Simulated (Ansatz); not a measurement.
Frontier orbitals of `C#[C][In]([CH3])[CH3]`.

The species carries charge 0 and has multiplicity 1. Correlated methods include outer-core shells of In, which these sets cover unevenly. In takes the def2 core potential. Geometry: relaxed with PBE0-D4/def2-TZVP. Basis def2-TZVPP, Ansatz 0.2.0.

Orbital energies of one run (eV). Highest occupied ones, from the top: -7.37, -7.94, -8.17, -8.66, -11.25, -11.34, -11.39, -11.41, -12.01, -15.06, -19.24, -19.36, -20.81, -21.40. Empty: -1.17, 0.31, 0.95, 1.68, 1.75, 1.87.

**Question.** Which functional gave them?
A. ωB97X-V
B. r2SCAN0
C. B97M-V
D. revPBE

**Answer.** B. HOMO energies: r2SCAN0 -7.37, revPBE -6.02, ωB97X-V -9.50, B97M-V -6.30 eV.
